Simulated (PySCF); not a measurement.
PySCF 2.14 output of a UHF calculation on a single atom or ion in dyall-acv3z (19s12p6d4f, 113 functions), with the non-relativistic Hamiltonian (point nucleus):

```
SCF conv_tol = 1e-09
number electrons alpha = 9  beta = 7
cycle= 1 E= -525.312269724289  delta_E= -0.00714  |g|= 0.0391  |ddm|= 0.0483
cycle= 2 E= -525.313151167015  delta_E= -0.000881  |g|= 0.0147  |ddm|= 0.0176
cycle= 3 E= -525.313299814789  delta_E= -0.000149  |g|= 0.000729  |ddm|= 0.0107
cycle= 4 E= -525.31330014945  delta_E= -3.35e-07  |g|= 0.000156  |ddm|= 0.000647
cycle= 5 E= -525.313300164554  delta_E= -1.51e-08  |g|= 3.32e-05  |ddm|= 0.000162
cycle= 6 E= -525.313300165101  delta_E= -5.46e-10  |g|= 4.53e-06  |ddm|= 3.73e-05
converged SCF energy = -525.313300165101  <S^2> = 2.0099534  2S+1 = 3.0066283
```

The run itself started from symmetry-adapted Hartree-Fock orbitals and held the occupation by maximum overlap, so the iterations belong to that start.

**Question.** Which element, charge and spin multiplicity is this?

**Answer.** Ar²⁺ (argon, charge +2), multiplicity 3; the state was [Ne] 3s2 3p4, high-spin 3P determinant.
